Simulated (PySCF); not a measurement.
# Exercise with solution: chemical shift, span and skew from a shielding tensor

C₃H₂O, SMILES C(C=O)#C. Atoms are numbered in the order given.

```xyz
6

C     -0.1340    -1.8760     0.0000
C      0.0892    -0.6834     0.0000
C      0.4082     0.7342     0.0000
O     -0.4172     1.6159     0.0000
H     -0.3472    -2.9297     0.0000
H      1.5045     0.9541     0.0000
```

Geometry: B3LYP-D3(BJ)/def2-SVP.

GIAO shieldings from PBE/pcSseg-2 (PySCF), non-relativistic, no solvent. The symmetric part of the tensor of C2 has the principal values -8.6, -1.1, 280.4 ppm. The same nucleus in TMS has σ = 181.4 ppm at this level (PySCF, at its B3LYP-D3(BJ)/def2-TZVP geometry).

**Question.** Work out the isotropic shielding, the ¹³C shift against TMS, the span and the skew.

**Answer.** 
σ(iso) = (σ11 + σ22 + σ33)/3 = 90.2 ppm. δ = σ(ref) − σ(iso) = 181.4 − (90.2) = 91.2 ppm.
Span Ω = σ33 − σ11 = 289.0 ppm. Skew κ = 3(σ(iso) − σ22)/Ω = 0.95. Tumbling in solution averages the tensor to δ; in a static solid the shielding alone would spread this spin-1/2 line over Ω.
